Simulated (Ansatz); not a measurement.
C3H7NSe can be A, `C[Se]CC=N`, or B, `CC(=N)C[SeH]`.

Computed with Ansatz on PBE0-D4/def2-TZVP structures; ΔE is electronic, products minus reactants. CCSD(T)/CBS is the MP2 limit (def2-TZVPP, def2-QZVPP) plus CCSD(T) − MP2 in def2-TZVPP, frozen cores. Functionals use def2-TZVPP. B3LYP here is the variant with VWN-RPA as its local correlation; programs differ in this. For Se outer-core shells are correlated without core-valence functions, which leaves a few kJ/mol of doubt a bond. Scalar relativity is left out up to krypton. One conformer a species, not always the lowest.

A:

```xyz
12

C    -0.718    1.749   -0.091
Se   -0.703    0.297   -1.382
C     0.807   -0.669   -0.634
C     0.530   -1.424    0.638
N    -0.578   -1.643    1.194
H     0.210    2.316   -0.154
H    -1.555    2.395   -0.354
H    -0.862    1.361    0.916
H     1.136   -1.369   -1.408
H     1.632    0.032   -0.482
H     1.428   -1.832    1.116
H    -1.329   -1.214    0.640
```

B:

```xyz
12

C     0.946   -0.054    0.926
C     0.031    0.681   -0.007
N     0.154    1.891   -0.365
C    -1.134   -0.083   -0.556
Se   -0.600   -1.475   -1.836
H     1.396   -0.911    0.417
H     1.742    0.594    1.292
H     0.387   -0.445    1.782
H     0.976    2.314    0.066
H    -1.714   -0.572    0.228
H    -1.777    0.594   -1.113
H    -0.407   -2.532   -0.834
```

Question: Which isomer does CCSD(T)/CBS put lower? Give the gap. (An estimate is asked.)

Answer: Ansatz gave: B, by 17.9 kJ/mol.

Question: Give E(B) − E(A) in kJ/mol with CCSD/def2-TZVPP, B3LYP, HF/def2-TZVPP, MP2/def2-TZVPP, PBE0-D4, ωB97M-V, PBE-D4. (Best estimate.)

Answer: Ansatz gave: CCSD/def2-TZVPP -19.3, B3LYP -20.2, HF/def2-TZVPP -25.3, MP2/def2-TZVPP -16.0, PBE0-D4 -20.1, ωB97M-V -19.9, PBE-D4 -17.9. None reverses the order clearly.

Largest T1 diagnostic: 0.010.

In def2-TZVPP, CCSD(T) changes the Hartree–Fock value by +7.5 kJ/mol (the triples alone add +1.4 kJ/mol) and MP2 by +9.3 kJ/mol.
